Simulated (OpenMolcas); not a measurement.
Ag⁵⁺: the spin-orbit constant, worked from levels

```
Program             : OpenMolcas 26.06
Basis               : ANO-R3 [8s6p5d3f2g1h]
Scalar Hamiltonian  : X2C, finite nucleus
Active space        : 6 electrons in 5 orbitals (4d)
State averaging     : 2S+1 = 5 even, 5 roots; 2S+1 = 3 even, 45 roots; 2S+1 = 1 even, 50 roots
Spin-orbit coupling : state interaction with AMFI integrals over the reference wave functions, term energies averaged over their components
```

Methods: CASSCF; MS-CASPT2, IPEA 0.25 Eh, imaginary shift 0.1 Eh (closed shells correlated: 4s 4p). Measured levels: the list in Gamrath, thesis, University of Mons (2023).

**The spin-orbit constant.** For the Hund term 5D of d6, E(J) = (A/2) J(J+1) + constant and ζ = -2S·A = -4A. From J = 0 to J = 4 the energy changes by 10 A.

```tsv
Source	E(4) - E(0)	A	ζ
CASSCF	-5264.9	-526.5	2106
MS-CASPT2	-5215.0	-521.5	2086
measured	-5380.0	-538.0	2152
```

All in cm-1. MS-CASPT2 is off by -3.1 % and CASSCF by -2.1 %. Both methods take the spin-orbit matrix elements from the reference wave functions, so the second can move ζ only through the term energies and any multistate remixing. Second-order mixing with other terms is absorbed into this ζ.

Without dynamic correlation excited terms often stand tens of per cent too high (terms of higher spin than the ground term too low), and those without a measured partner can miss by more than the paired ones (holds for CASSCF). Measured partners are found by configuration, term and J. A level has none where our copy of the source lacks it or the pairing is in doubt (some pairs that miss far off the trend of their configuration count as doubtful), and it then counts in no deviation. Levels of configurations outside the active space are missing.
